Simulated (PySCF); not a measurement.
thiadiazoloquinoxaline (C₈H₄N₄S), SMILES c1cnc2cc3nsnc3cc2n1.

The structure is a stationary point at PBE0-D3(BJ)/def2-SVP.

Calculation: TDA-PBE/def2-SVP in PySCF 2.14.0.

Vertical excitations. Isolated molecule, no solvent. State labels are in the subgroup C2v.

```
state  symmetry  energy (eV)  λ (nm)      f                            main pairs
-----  --------  -----------  ------  -----  ------------------------------------
S1           B1         2.00     619  0.001                        HOMO→LUMO 99 %
S2           B2         2.99     415  0.055                      HOMO−1→LUMO 89 %
S3           A2         3.45     359  0.000                      HOMO−3→LUMO 99 %
S4           A2         3.52     352  0.000                      HOMO−4→LUMO 99 %
S5           B1         3.65     340  0.002                      HOMO→LUMO+1 98 %
S6           A1         3.87     321  0.189  HOMO−2→LUMO 67 %, HOMO−1→LUMO+2 29 %
T1           B2         1.75     707      0                      HOMO−1→LUMO 99 %
T2           B1         1.80     688      0                        HOMO→LUMO 99 %
```
Triplets are in the Tamm–Dancoff approximation.
